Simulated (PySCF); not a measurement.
## BBr: input and log

State: ¹Σ⁺ (singlet), closed shell.

An equivalent input (the run itself took its basis sets from the Basis Set Exchange, started from a PBE0 density and held the occupation σ 7α 7β, πx 3α 3β, πy 3α 3β, δx 1α 1β, δy 1α 1β):

```python
from pyscf import gto, dft
mol = gto.M(atom='B 0 0 0; Br 0 0 1.898', basis={'B': 'cc-pVTZ', 'Br': 'cc-pVTZ-PP'}, ecp={'Br': 'cc-pVTZ-PP'},
            charge=0, spin=0, verbose=4, symmetry='C2v')
mf = dft.UKS(mol, xc='PBE0')
mf.grids.atom_grid = (80, 434)
mf.grids.prune = dft.gen_grid.treutler_prune
mf.irrep_nelec = {'A1': (8, 8), 'A2': (1, 1), 'B1': (3, 3), 'B2': (3, 3)}
mf.conv_tol = 1e-9
mf.max_cycle = 60
mf.diis_space = 10
mf.kernel()
```

The log (some set-up lines and the per-cycle HOMO/LUMO lines removed):

```
******** <class 'pyscf.dft.uks_symm.SymAdaptedUKS'> ********
method = SymAdaptedUKS
damping factor = 0
level_shift factor = 0
DIIS = <class 'pyscf.scf.diis.CDIIS'>
diis_start_cycle = 1
diis_space = 10
diis_damp = 0
SCF conv_tol = 1e-09
SCF conv_tol_grad = None
SCF max_cycles = 60
number electrons alpha = 15  beta = 15
Set gradient conv threshold to 3.16228e-05
init E= -441.57757062537
cycle= 1 E= -441.565525829836  delta_E= 0.012  |g|= 0.0161  |ddm|= 0.0714
cycle= 2 E= -441.565341508343  delta_E= 0.000184  |g|= 0.0248  |ddm|= 0.082
cycle= 3 E= -441.565729599658  delta_E= -0.000388  |g|= 0.00242  |ddm|= 0.043
cycle= 4 E= -441.565732787224  delta_E= -3.19e-06  |g|= 0.000579  |ddm|= 0.0039
cycle= 5 E= -441.565733028607  delta_E= -2.41e-07  |g|= 5.86e-05  |ddm|= 0.00108
cycle= 6 E= -441.565733030766  delta_E= -2.16e-09  |g|= 5.75e-06  |ddm|= 0.000182
cycle= 7 E= -441.565733030792  delta_E= -2.61e-11  |g|= 9.57e-07  |ddm|= 2.47e-05
Extra cycle  E= -441.565733030792  delta_E= 5.68e-13  |g|= 9.81e-07  |ddm|= 6.61e-06
converged SCF energy = -441.565733030792  <S^2> = -1.9539925e-14  2S+1 = 1
```

Repeating this along the bond gives Re = 1.893 Å and ωe = 684 cm⁻¹.

A point of this curve took 1.8 CPU seconds beside 0.63 for the integrals, on Arm Neoverse V2 (shared host).
